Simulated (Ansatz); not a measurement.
Species: chloro(dimethyl)borane, C2H6BCl (charge 0, singlet). 
Geometry from a B3LYP-D3(BJ)/def2-TZVP (Ansatz, a first-principles code) optimisation:
```xyz
10

B     -0.0333    -0.3893    -0.0703
Cl     0.1161     1.3567     0.2450
C      1.2757    -1.2248    -0.2117
C     -1.4656    -0.9942    -0.1890
H      1.1362    -2.2693     0.0758
H      1.5429    -1.2339    -1.2773
H      2.1290    -0.8071     0.3222
H     -1.7622    -1.3287     0.8146
H     -2.2223    -0.2828    -0.5190
H     -1.4915    -1.8817    -0.8253
```

Parts of the frozen-core correlation energy in STO-3G (Ansatz, hartree). Frozen orbitals: 8; correlated occupied orbitals by spin: 12 and 12; virtual: 10 and 10. Spin-orbit coupling is left out. No relativistic terms.

```json
[
 {"term": "reference (HF)", "value": "-557.32557"},
 {"term": "MP2 opposite-spin", "value": "[?]"},
 {"term": "MP2 same-spin", "value": "[?]"},
 {"term": "CCSD correlation", "value": "-0.18928"},
 {"term": "(T)", "value": "[?]"},
 {"term": "T1 diagnostic", "value": "0.009"},
 {"term": "largest doubles amplitude", "value": "0.042"}
]
```

Problem. Complete the blanks.

Solution. 
- MP2 opposite-spin, value: -0.12676
- MP2 same-spin, value: -0.01677
- (T), value: -0.00221
